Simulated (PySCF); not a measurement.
Cartesian coordinates (Å):
SMILES: [Br]
```xyz
1

Br     0.0000     0.0000     0.0000
```
Charge 0, spin multiplicity 2.

Problem. Give the dipole moment, total energy and highest occupied spin orbital at the level M06-2X/def2-TZVP run with PySCF 2.14.0.

Solution. 
* **dipole moment**: 0.00 D
* **total energy**: -2574.1503 Ha
* **highest occupied spin orbital**: -9.97 eV
